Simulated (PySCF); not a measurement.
C4H3S, SMILES c1c[c]sc1, multiplicity 2. Atoms are numbered in the order given.

```xyz
8

C      1.2513     0.0651     0.0000
C      0.7276     1.3194     0.0000
C     -0.7113     1.2402     0.0000
C     -1.1864    -0.0465     0.0000
S      0.1123    -1.2155     0.0000
H      1.2981     2.2487     0.0000
H     -1.3606     2.1178     0.0000
H     -2.2214    -0.3866     0.0000
```
Charge 0, spin multiplicity 2.

Geometry: B3LYP-D3(BJ)/def2-SVP. The isomer is the one that the SMILES or the coordinates give; other isomers of the formula were not compared.

Two levels are set side by side: PBE/pcH-1 (PySCF) and B3LYP/pcH-1 (PySCF). Contact hyperfine couplings, same geometry. Differences are taken from unrounded values.

```csv
quantity,B3LYP,PBE,PBE minus B3LYP
"A(iso) of 13C, atom C1 (MHz)",539.6,512.8,-26.8
"A(iso) of 13C, atom C2 (MHz)",27.4,29.6,2.1
"A(iso) of 13C, atom C3 (MHz)",63.6,63.2,-0.4
"A(iso) of 13C, atom C4 (MHz)",30.8,32.3,1.6
"A(iso) of 33S, atom S5 (MHz)",56.8,58.0,1.2
"A(iso) of 1H, atom H6 (MHz)",32.8,31.8,-1.0
"A(iso) of 1H, atom H7 (MHz)",11.0,12.5,1.5
"A(iso) of 1H, atom H8 (MHz)",19.3,18.5,-0.8
```

Rough cost on one machine, each run with all the roots and properties that it gave: B3LYP against PBE within a factor of 2.
